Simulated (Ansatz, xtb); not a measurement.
# Ranking isomers of C2H3AlSn

6 gas-phase structures of C2H3AlSn, found in a search over its isomers (lower ones may exist). Each was relaxed with GFN2-xTB:

A. `[AlH2][CH]=[C]=[Sn]`, a singlet
B. `[AlH2][C]#[C][SnH]`, a singlet
C. a singlet given by its coordinates
D. `[CH]1=[CH][Sn][AlH]1`, a singlet
E. a singlet given by its coordinates
F. `C#[C][AlH][SnH]`, a singlet

C (Å):

```xyz
7

C    -1.2111   -1.0639    0.0197
C    -0.2251   -1.9042   -0.2584
Al   -0.9334    0.9425    0.7360
Sn   -3.1096   -0.2197    0.2844
H     0.2343   -1.9650   -1.2383
H     0.2011   -2.5741    0.4800
H     0.3191    1.8624    1.0847
```

Close contacts (Å): C1–C2 1.32, C1–Al3 2.15, C1–Sn4 2.09, Al3–Sn4 2.51, C2–H5 1.08, C2–H6 1.08, Al3–H7 1.59.

E (Å):

```xyz
7

C    -2.7646   -2.0719    1.3482
C    -1.9028   -1.5902    0.6375
Al   -0.4683   -0.7117   -0.3709
Sn    1.3643    0.3983   -1.7216
H    -3.5184   -2.4949    1.9565
H     2.0566   -0.0627   -0.0915
H     0.4987    1.6972   -0.7648
```

Close contacts (Å): C1–C2 1.22, C2–Al3 1.96, Al3–Sn4 2.53, C1–H5 1.06, Sn4–H6 1.83, Sn4–H7 1.83.

**Question.** Estimate their order in r2SCAN-D4/def2-SVP energy at these geometries, lowest first.

**Answer.** Calculated order at r2SCAN-D4/def2-SVP: D (0.0), C (20.5), E (87.4), B (88.2), F (93.5), A (105.8) kJ/mol. Less than 1 kcal/mol parts E and B, so the order within that pair means little.

Energies above the lowest of each column, in kJ/mol; the last columns are at B3LYP-D3(BJ)/def2-SVP geometries and were run for some of them only (a dash: not run or not comparable):

```json
{"structure": "D", "GFN2-xTB": "60.7", "HF/STO-3G": "0.0", "r2SCAN-D4/def2-SVP": "0.0", "B3LYP-D3(BJ)/def2-SVP": "0.0", "CCSD(T)/def2-SVP + ΔMP2/def2-TZVPP": "0.0"}
{"structure": "C", "GFN2-xTB": "87.2", "HF/STO-3G": "218.1", "r2SCAN-D4/def2-SVP": "20.5", "B3LYP-D3(BJ)/def2-SVP": "31.0", "CCSD(T)/def2-SVP + ΔMP2/def2-TZVPP": "16.4"}
{"structure": "E", "GFN2-xTB": "25.7", "HF/STO-3G": "130.2", "r2SCAN-D4/def2-SVP": "87.4", "B3LYP-D3(BJ)/def2-SVP": "–", "CCSD(T)/def2-SVP + ΔMP2/def2-TZVPP": "–"}
{"structure": "B", "GFN2-xTB": "0.0", "HF/STO-3G": "2.8", "r2SCAN-D4/def2-SVP": "88.2", "B3LYP-D3(BJ)/def2-SVP": "–", "CCSD(T)/def2-SVP + ΔMP2/def2-TZVPP": "–"}
{"structure": "F", "GFN2-xTB": "74.1", "HF/STO-3G": "62.6", "r2SCAN-D4/def2-SVP": "93.5", "B3LYP-D3(BJ)/def2-SVP": "–", "CCSD(T)/def2-SVP + ΔMP2/def2-TZVPP": "–"}
{"structure": "A", "GFN2-xTB": "88.4", "HF/STO-3G": "162.0", "r2SCAN-D4/def2-SVP": "105.8", "B3LYP-D3(BJ)/def2-SVP": "–", "CCSD(T)/def2-SVP + ΔMP2/def2-TZVPP": "–"}
```

CCSD(T)/def2-SVP + ΔMP2/def2-TZVPP puts D lowest of those it was run on; GFN2-xTB picks B. Some further structures that were screened fall inside this span and aren't listed. Flexible structures stand in one conformer each, not always the lowest. Frequencies (B3LYP-D3(BJ)/def2-SVP) were run for C, D alone. Atoms past krypton carry core potentials in the def2 sets, without spin–orbit terms. ΔMP2 is the change of the MP2 energy from the smaller to the larger basis.

Over these structures GFN2-xTB departs from r2SCAN-D4/def2-SVP by 49.0 kJ/mol on average once a common shift is removed. A GFN2-xTB relaxation took about 0.19 s and the r2SCAN-D4/def2-SVP energy about 2.5 s on a shared host (Ansatz 0.2.0, xtb 6.7.1).
